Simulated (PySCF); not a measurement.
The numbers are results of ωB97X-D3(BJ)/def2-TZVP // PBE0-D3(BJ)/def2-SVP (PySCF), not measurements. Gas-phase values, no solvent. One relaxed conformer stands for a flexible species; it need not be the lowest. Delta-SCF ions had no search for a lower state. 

Reference species (SMILES): `C=C(F)c1ccc([SiH3])cc1` (F–C–C–C torsion 5°) (neutral, multiplicity 1).

* **vertical ionisation energy (Delta-SCF)**: 8.66 eV
* **HOMO**: -8.98 eV

Changed species: `Fc1ccc(cc1)C([SiH3])=C` (Si–C–C–C torsion 33°).

Q: Predict the effect on the vertical ionisation energy (Delta-SCF) and HOMO.

A: the vertical ionisation energy (Delta-SCF) falls by 0.08 eV, to 8.58 eV; the HOMO increases by 0.09 eV, to -8.89 eV.
